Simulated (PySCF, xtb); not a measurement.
Nb(O)(OH)(NH2)2 (H5N2NbO2), SMILES [Nb](=[O])([NH2])([OH])[NH2], multiplicity 1. One conformer was computed; it need not be the lowest.

Harmonic wavenumbers (cm⁻¹) from GFN2-xTB (xtb 6.7.1) at its own minimum, in rising order: 130, 132, 158, 183, 187, 273, 311, 426, 447, 479, 484, 502, 514, 554, 571, 584, 822, 1473, 1477, 3316, 3317, 3356, 3358, 3628.

Problem. What does PBE0-D3(BJ)/def2-SVP run with PySCF give at its own minimum? (An estimate is asked for; the answer gives what the named calculation found.)

Solution. 171, 180, 186, 192, 198, 297, 329, 374, 454, 467, 498, 549, 569, 689, 691, 727, 1042, 1506, 1510, 3579, 3582, 3680, 3680, 3956. Paired by order, the mean absolute difference is 106 cm⁻¹ and the zero-point energies are 38.1 and 41.6 kcal/mol.
